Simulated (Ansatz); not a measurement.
Reaction (ligand exchange at a Ge–C bond): `C=[C]([GeH3])Br` + `NB(O)F` → `NB(F)[O][GeH3]` + `C=CBr`

Calculated with Ansatz (gas phase, PBE0-D4/def2-TZVP geometries, no zero-point term in ΔE). CBS: MP2 limit from def2 TZ/QZ plus the TZ coupled-cluster correction, frozen cores. DFT in def2-TZVPP. B3LYP here is the variant with VWN-RPA as its local correlation; programs differ in this. For Br, Ge outer-core shells are correlated without core-valence functions, which leaves a few kJ/mol of doubt a bond. Scalar relativity is left out up to krypton. One conformer a species, not always the lowest.

```
             level  ΔE (kJ/mol)  difference from CCSD(T)/CBS
            PBE-D4        -38.0                          2.5
          B3LYP-D4        -47.8                         -7.3
           ωB97M-V        -46.3                         -5.8
    MP2/def2-TZVPP        -40.6                         -0.1
SCS-MP2/def2-TZVPP        -47.4                         -6.9
   CCSD/def2-TZVPP        -47.0                         -6.5
CCSD(T)/def2-TZVPP        -44.2                         -3.7
    MP2/def2-QZVPP        -38.9                          1.6
SCS-MP2/def2-QZVPP        -45.9                         -5.4
    CCSD/CBS(def2)        -43.2                         -2.7
       CCSD(T)/CBS        -40.5                            0
```

Largest T1 diagnostic among the species: 0.012.

In def2-TZVPP, CCSD(T) changes the Hartree–Fock value by +20.7 kJ/mol (the triples alone add +2.7 kJ/mol) and MP2 by +24.3 kJ/mol. The D4 term adds +4.1 kJ/mol with B3LYP and +2.1 kJ/mol with PBE0; it sums over pairs of atoms, weighted by their polarisabilities, and B3LYP, whose exchange is more repulsive, gets the larger term.
